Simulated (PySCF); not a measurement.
# Stretching SbF⁺

Set-up: PySCF, scalar-relativistic core potentials, basis sets Sb aug-cc-pVDZ-PP with ECP28, F aug-cc-pVDZ. Energies in eV from Sb⁺ + F in their ground configurations at the same level. State: ²Π (doublet), unpaired electrons π ↑.

All columns are PBE. A positive dipole points towards F; it is taken about the centre of mass and depends on that origin.

```csv
R (Å),E (eV),μ (D),Mulliken charge on Sb (basis-dependent),HOMO (eV),LUMO (eV),Mayer bond order,⟨S²⟩
1.620,-2.777,-1.37,1.55,-11.70,-11.64,0.54,0.75
1.696,-3.759,-1.74,1.51,-11.85,-11.79,0.68,0.75
1.771,-4.314,-2.11,1.48,-11.99,-11.93,0.79,0.75
1.827,-4.530,-2.37,1.45,-12.09,-12.03,0.86,0.75
1.884,-4.618,-2.63,1.43,-12.19,-12.13,0.91,0.75
1.940,-4.610,-2.87,1.41,-12.29,-12.23,0.95,0.75
2.016,-4.491,-3.18,1.39,-12.40,-12.34,1.00,0.75
2.110,-4.225,-3.54,1.37,-12.54,-12.48,1.04,0.75
2.223,-3.809,-3.93,1.35,-12.68,-12.62,1.08,0.76
2.374,-3.192,-4.35,1.33,-12.84,-12.79,1.11,0.76
```

A fit through these points gives, at Re = 1.906 Å, μ = -2.73 D and dμ/dR = -4.36 D/Å; the reduced mass is 16.42 u.

**Question.** How strong is the fundamental in the double-harmonic approximation, I = 42.26·(dμ/dR)²/μred km/mol?

**Answer.** I = 42.26·(-4.36)²/16.42 = 48.9 km/mol at PBE.

These are scalar-relativistic numbers at best; spin–orbit coupling would shift them, the dissociation energy most. For an ion De counts to the pair picked by the measured ionisation energies or electron affinities, which need not be the lowest pair at this level. The state was picked by a PBE0 search and need not be the measured ground state.
